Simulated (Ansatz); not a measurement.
F4H2O2SSi2 (`O[Si](F)(F)S[Si](O)(F)F`). Charge 0, multiplicity 1. The geometry is a stationary point of PBE0-D4/def2-TZVP. It is one conformer, not always the lowest.

```xyz
11

O     0.187   -0.828   -1.613
Si    1.431   -0.534   -0.627
F     2.039    0.890   -0.940
F     2.613   -1.556   -0.847
S     0.858   -0.761    1.385
Si   -1.024    0.173    1.284
O    -0.953    1.508    0.377
F    -2.162   -0.781    0.744
F    -1.417    0.496    2.778
H     0.177   -0.420   -2.480
H    -1.749    1.813   -0.061
```

Q: What is the dipole moment at B3LYP/def2-TZVPP? (Estimate.)

A: Computed: 3.10 D, with components (-1.48, 1.31, -2.39) D in this frame, pointing from negative to positive charge.

Q: And with PBE, r2SCAN, ωB97M-V? (Estimate.)

A: The calculation gave: PBE 3.08 D, r2SCAN 3.17 D, ωB97M-V 3.14 D.

Q: Give the Mulliken charges with B3LYP, PBE, r2SCAN in def2-TZVPP. (An estimate is asked.)

A: Computed: 
```
atom  B3LYP    PBE  r2SCAN
  O1  -0.36  -0.31   -0.38
 Si2   0.88   0.73    0.88
  F3  -0.29  -0.25   -0.28
  F4  -0.29  -0.24   -0.29
  S5  -0.29  -0.26   -0.29
 Si6   0.88   0.73    0.88
  O7  -0.36  -0.31   -0.38
  F8  -0.29  -0.25   -0.29
  F9  -0.29  -0.24   -0.29
 H10   0.20   0.20    0.22
 H11   0.20   0.20    0.22
```

B3LYP here is the variant with VWN-RPA as its local correlation; programs differ in this.
